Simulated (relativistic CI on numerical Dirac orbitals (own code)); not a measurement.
## Electric-dipole lines of Re18+

Calculated at this level of theory: Dirac-Coulomb-Breit CI, separate exchange-only KLI orbitals for each configuration, model QED (radiative potential, 1s self-energy scaled to tabulated hydrogen-like ionisation energies), unscaled Slater integrals (own radial code, finite nucleus).

Configurations in the expansion (outside the closed core [Ar] 3d10): 4s2.4p6.4d10.4f11, 4s2.4p6.4d10.4f10.5s, 4s2.4p6.4d10.4f9.5s2, 4s2.4p6.4d10.4f10.5p, 4s2.4p6.4d9.4f12, 4s2.4p6.4d10.4f10.5d, 4s2.4p6.4d8.4f13, 4s2.4p6.4d10.4f10.6s, 4s2.4p5.4d10.4f12, 4s2.4p4.4d10.4f13, 4p6.4d10.4f13, 4s.4p6.4d10.4f11.5s, 4s.4p6.4d9.4f13, 4s.4p6.4d10.4f11.6s. Levels of other configurations are missing.

| λ vac (Å) | Lower | Upper | A (s⁻¹) | gf | Branching (%) |
| --- | --- | --- | --- | --- | --- |
| 442.50 | 4s2.4p6.4d10.4f11 4I°_11/2 [3] | 4s2.4p6.4d10.4f10.5s 4I_9/2 [198] | 2.15e+03 | 6.30e-07 | 5.0 |
| 450.60 | 4s2.4p6.4d10.4f11 4I°_11/2 [3] | 4s2.4p6.4d10.4f10.5s 4G_9/2 [195] | 5.18e+03 | 1.58e-06 | 14.8 |
| 454.85 | 4s2.4p6.4d10.4f11 4I°_15/2 [1] | 4s2.4p6.4d10.4f10.5s 4K_15/2 [167] | 1.38e+04 | 6.85e-06 | 27.7 |
| 455.09 | 4s2.4p6.4d10.4f11 4I°_15/2 [1] | 4s2.4p6.4d10.4f10.5s 4H_13/2 [166] | 4.01e+03 | 1.74e-06 | 11.8 |
| 475.59 | 4s2.4p6.4d10.4f11 4I°_9/2 [6] | 4s2.4p6.4d10.4f10.5s 4G_9/2 [195] | 1.46e+03 | 4.96e-07 | 4.2 |
| 479.68 | 4s2.4p6.4d10.4f11 4I°_15/2 [1] | 4s2.4p6.4d10.4f10.5s 2K_13/2 [148] | 4.24e+03 | 2.05e-06 | 32.8 |
| 485.56 | 4s2.4p6.4d10.4f11 2G°_9/2 [4] | 4s2.4p6.4d10.4f10.5s 4H_7/2 [177] | 3.05e+03 | 8.64e-07 | 7.1 |
| 501.45 | 4s2.4p6.4d10.4f11 2G°_9/2 [4] | 4s2.4p6.4d10.4f10.5s 2G_9/2 [172] | 1.61e+03 | 6.06e-07 | 3.6 |
| 523.40 | 4s2.4p6.4d10.4f11 4I°_15/2 [1] | 4s2.4p6.4d10.4f10.5s 2I_13/2 [122] | 1.05e+04 | 6.04e-06 | 42.3 |
| 524.01 | 4s2.4p6.4d10.4f11 4I°_9/2 [6] | 4s2.4p6.4d10.4f10.5s 2G_7/2 [173] | 1.61e+04 | 5.30e-06 | 32.4 |
| 538.40 | 4s2.4p6.4d10.4f11 4I°_11/2 [3] | 4s2.4p6.4d10.4f10.5s 2H_9/2 [150] | 2.17e+03 | 9.45e-07 | 7.5 |
| 574.65 | 4s2.4p6.4d10.4f11 4F°_7/2 [8] | 4s2.4p6.4d10.4f10.5s 4F_5/2 [164] | 2.55e+04 | 7.57e-06 | 56.3 |
| 588.96 | 4s2.4p6.4d10.4f11 4G°_7/2 [21] | 4s2.4p6.4d10.4f10.5s 4G_9/2 [195] | 8.59e+03 | 4.47e-06 | 24.6 |
| 592.56 | 4s2.4p6.4d10.4f11 4G°_11/2 [13] | 4s2.4p6.4d10.4f10.5s 2H_11/2 [174] | 2.16e+04 | 1.36e-05 | 41.2 |
| 667.74 | 4s2.4p6.4d10.4f11 4I°_9/2 [6] | 4s2.4p6.4d10.4f10.5s 4F_9/2 [111] | 1.16e+03 | 7.75e-07 | 12.3 |

Terms are leading LS components. Brackets give the number of a level in order of energy, since labels repeat. The list gives strong lines, with weight on those to low levels, without lines whose two gauges differ by over a factor of 2.5, among the lowest 200 of 2895 levels, so that lines to higher ones, which can be the strongest, are missing. Levels whose partners in the same complex of configurations lie outside the list can be far off, and so can their lines. Rates are taken at the computed energies, electric ones in the length gauge.

At this charge transitions that keep the count of f electrons are usually good to a few per cent. Terms inside the open d or f shell come out 10 to 20 % too wide with unscaled integrals. Levels that differ in their count of f electrons can be misplaced by several ten thousand cm⁻¹, since the correlation energy of f electrons is missing or only estimated; rates across such gaps can be off by orders of magnitude.

LS names give the leading component of a level, which can be under half, so a name can repeat, a term be missing and a line seem to break the LS rules.
